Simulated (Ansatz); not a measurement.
Frontier orbitals of CH6GeOSi, SMILES `O[SiH]1[CH2][GeH2]1`.

```xyz
10

O     0.9296    2.0394    0.0037
Si    0.8155    0.4389   -0.3490
C    -0.8771   -0.1670   -0.7739
Ge   -0.3209   -1.0643    0.9686
H     1.6046    2.3096    0.6282
H     1.9358   -0.0521   -1.1903
H    -1.7044    0.5261   -0.6348
H    -1.0176   -0.7973   -1.6480
H    -0.1354   -2.5816    0.8665
H    -1.2301   -0.6518    2.1290
```

Total charge 0; spin multiplicity 1. Correlated methods include outer-core shells of Ge, which these sets cover unevenly. Scalar relativity is left out up to krypton. The structure was optimised at the PBE0-D4/def2-TZVP level. It is one conformer, not always the lowest. Basis def2-TZVPP, Ansatz 0.2.0.

```
 functional  HOMO (eV)  LUMO (eV)  gap (eV)
LDA (SPW92)      -5.53      -1.28      4.25
        PBE      -5.40      -1.07      4.33
       BLYP      -5.26      -0.98      4.28
       PBE0      -6.41      -0.21      6.20
    ωB97M-V      -8.41       1.48      9.89
```

Against PBE, PBE0 changes HOMO and LUMO by −1.01 and +0.86 eV, ωB97M-V by −3.01 and +2.55 eV. A gap of 4.32 eV thus becomes 9.89 eV for the same molecule, so an orbital gap means little without its functional. A positive LUMO is unbound and depends on the basis.
